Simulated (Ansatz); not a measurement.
Cartesian coordinates in Å:
```
C 1.3170 0.7045 -2.6343
N 1.1895 0.2756 -1.2900
Mo 0.5450 -0.0254 0.2880
N 1.6544 0.9341 1.5769
N -1.0612 0.6039 0.4564
C -2.2702 1.2594 0.1082
O 0.5096 -1.9028 0.5562
C -0.3343 -2.6641 1.3722
H 2.1747 1.3789 -2.7398
H 0.4239 1.2374 -2.9796
H 1.4829 -0.1516 -3.2983
H 2.6010 1.2223 1.3840
H 1.2724 1.4542 2.3512
H -3.1202 0.5738 0.1979
H -2.2467 1.6435 -0.9176
H -2.4532 2.1030 0.7837
H 0.0823 -2.7568 2.3825
H -0.4331 -3.6700 0.9502
H -1.3337 -2.2199 1.4523
```

The species carries charge 0 and has multiplicity 1. Mo: def2 effective core potential.

(1) List the B3LYP/def2-TZVPP orbital energies in eV (Ansatz 0.2.0). (Estimate.)

## Answers

(1) Computed: Occupied: -520.06, -389.28, -389.12, -388.96, -277.74, -277.58, -277.50, -71.22, -44.29, -44.06, -43.89, -26.62, -22.86, -22.69, -22.35, -17.96, -17.12, -16.93, -13.18, -12.51, -12.20, -12.06, -12.03, -11.91, -11.78, -11.78, -11.65, -11.31, -10.84, -8.71, -8.60, -7.69, -7.34, -7.01, -6.58, -6.36. Lowest empty: -0.77, -0.69, -0.24, 0.25, 0.39, 0.61, 1.08, 1.14.

B3LYP here is the variant with VWN-RPA as its local correlation; programs differ in this.
